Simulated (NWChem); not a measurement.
Species: BHOICl; SMILES ClB(O)I

```xyz
5

B      0.4677    -0.9975     0.0000
Cl    -0.7534    -2.2696     0.0000
I     -0.1071     1.0578     0.0000
O      1.7732    -1.2825     0.0000
H      1.9591    -2.2303     0.0000
```
Atoms are numbered in this order, from 1.

Program: NWChem. The geometry was optimised at PBE0/def2-SVP. No frequency run checked for a minimum. def2 effective core potentials on I; no spin-orbit coupling. Ions are spin-unrestricted doublets at the neutral geometry; other ion states weren't tried.

**Question.** Estimate the computed values for CAM-B3LYP/def2-SVP. Quantities: vertical ionisation energy, ΔSCF (eV); −ε(HOMO) (eV).

**Answer.** The vertical ionisation energy, ΔSCF (eV) comes out as 9.95 and the −ε(HOMO) (eV) comes out as 8.71.
